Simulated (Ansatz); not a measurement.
Computed with Ansatz on PBE0-D4/def2-TZVP structures; ΔE is electronic, products minus reactants. CCSD(T)/CBS adds triple-zeta CCSD(T) − MP2 to the extrapolated MP2 energy (def2 sets, frozen cores). DFT in def2-TZVPP. For Ga, Se outer-core shells are correlated without core-valence functions, which leaves a few kJ/mol of doubt a bond. Scalar relativity is left out up to krypton.

Reaction (ligand exchange at a Ga–N bond): `C[NH][GaH2]` + `C[SeH]` → `C[Se][GaH2]` + CH₃NH₂

```
             level  ΔE (eV)
           r2SCANh    -0.64
RPA@PBE/def2-TZVPP    -0.51
     CCSD/def2-SVP    -0.47
SCS-MP2/def2-QZVPP    -0.57
```

**Question.** What does CCSD(T)/CBS give? (An estimate is asked.)

**Answer.** Computed: -0.60 eV. The listed levels differ from it by -0.04, 0.09, 0.13, 0.03 eV.

Largest T1 diagnostic among the species: 0.015.

In def2-TZVPP, CCSD(T) changes the Hartree–Fock value by +0.10 eV (the triples alone add +0.00 eV) and MP2 by +0.09 eV. From BLYP to BHLYP (50 % exact exchange), in def2-TZVPP and without D4, ΔE moves by −0.06 eV. At CCSD(T), def2-SVP lies +0.14 eV from the extrapolated value and def2-TZVPP +0.04 eV.
